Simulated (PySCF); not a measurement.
**Spin states of BeBr**

Unrestricted PBE0; Be def2-SVPD, Br def2-SVPD; no relativity (PySCF 2.14). Outer shells of the fragments: Be 2s2; Br 3d10 4s2 4p5.

Followed along the bond (rough minima from three points):

```tsv
2Ms+1	unpaired	⟨S²⟩ at the start	R at minimum (Å)	Te (eV)
2	σ ↑	0.75	1.99	0.00
4	σ ↑, π ↑↑	3.75	none in the scan	≤ 5.53
```

Solutions found at the starting distance of 2.075 Å, counted from the lowest of them; the search is not exhaustive and high or unbound solutions are not listed, so other states can lie among these:

```
2Ms+1   unpaired   term  E (eV)  ⟨S²⟩  ⟨Lz²⟩  μ (D)
    2        σ ↑    ²Σ⁺    0.00  0.75   0.00  -1.24
    2        π ↑     ²Π    2.96  0.76   1.00  -3.57
    2        π ↑     ²Π    5.02  0.75   1.01   5.10
    4  σ ↑, π ↑↑  mixed    5.72  3.75   2.01   3.81
    4  σ ↑, π ↑↑  mixed    5.93  3.75   2.01   3.92
    4  σ ↑↑, π ↑     ⁴Π    7.25  3.75   1.00   3.42
```

A term symbol is given only where ⟨S²⟩ and ⟨Lz²⟩ are close to those of a pure state; real π, δ and φ orbitals otherwise mix terms. A positive dipole means Be(−)Br(+).

Spin–orbit coupling is left out. Counting both spins, an empty level lies below a filled one in some of these solutions, because spin and occupation are held.
